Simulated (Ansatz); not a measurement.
Consider the redistribution: `C[Se][Al]([Cl])[Cl]` + `C[SiH3]` → `[SiH3][Al]([Cl])[Cl]` + `C[Se]C`.

Gas-phase electronic energies from Ansatz, PBE0-D4/def2-TZVP geometries. CBS: MP2 limit from def2 TZ/QZ plus the TZ coupled-cluster correction, frozen cores. This one scheme is used for every species. DFT in def2-TZVPP. B3LYP here is the variant with VWN-RPA as its local correlation; programs differ in this. For Se outer-core shells are correlated without core-valence functions, which leaves a few kJ/mol of doubt a bond. Scalar relativity is left out up to krypton. Each species was taken in one conformer, which may not be the lowest.

`C[Se][Al]([Cl])[Cl]`:

Cartesian coordinates in Å:
```
C -1.142 -0.853 -0.503
Se -0.812 0.109 1.180
Al 1.231 1.005 0.705
Cl 2.161 2.234 2.103
Cl 2.201 0.600 -1.099
H -0.206 -1.115 -0.989
H -1.743 -0.225 -1.156
H -1.690 -1.755 -0.240
```

`C[SiH3]`:

Z-matrix (Å, degrees):
```
C
Si 1 1.871
H 1 1.092 2 110.8
H 1 1.092 2 110.8 3 -120.0
H 1 1.092 2 110.8 3 120.0
H 2 1.488 1 110.7 3 -179.9
H 2 1.488 1 110.7 3 -59.9
H 2 1.488 1 110.7 3 60.1
```

`[SiH3][Al]([Cl])[Cl]`:

Cartesian coordinates in Å:
```
Si 0.831 -0.407 0.659
Al -0.961 0.447 -0.748
Cl -0.676 2.150 -1.928
Cl -2.841 -0.464 -0.836
H 0.399 -1.622 1.398
H 2.011 -0.743 -0.182
H 1.236 0.638 1.638
```

`C[Se]C`:

Z-matrix (Å, degrees):
```
C
Se 1 1.940
H 1 1.089 2 107.0
H 1 1.090 2 110.4 3 118.8
H 1 1.090 2 110.4 3 -118.8
C 2 1.940 1 96.9 3 -179.9
H 6 1.090 2 110.4 1 -61.2
H 6 1.090 2 110.4 1 61.1
H 6 1.089 2 107.0 1 180.0
```

| level | ΔE (kJ/mol) | difference from CCSD(T)/CBS |
| --- | --- | --- |
| PBE0-D4 | 138.1 | -8.4 |
| B3LYP-D4 | 142.1 | -4.4 |
| CAM-B3LYP-D4 | 144.0 | -2.5 |
| ωB97X-V | 139.7 | -6.8 |
| PBE-QIDH | 145.7 | -0.8 |
| PBE | 129.1 | -17.4 |
| B3LYP | 138.0 | -8.5 |
| MP2/def2-SVP | 156.6 | 10.1 |
| HF/def2-QZVPP | 148.9 | 2.4 |
| HF/CBS(def2) | 148.8 | 2.3 |
| CCSD(T)/CBS | 146.5 | 0 |

Largest T1 diagnostic among the species: 0.011.

The D4 term adds +4.2 kJ/mol with B3LYP and +2.2 kJ/mol with PBE0; it sums over pairs of atoms, weighted by their polarisabilities, and B3LYP, whose exchange is more repulsive, gets the larger term. Leaving LDA and LC-ωPBE aside and taking each functional with its dispersion term where it has one, the values, not all of them listed here, spread over 18.0 kJ/mol, from PBE-D4 to BHLYP-D4. LDA lies +5.6 kJ/mol from PBE without D4.
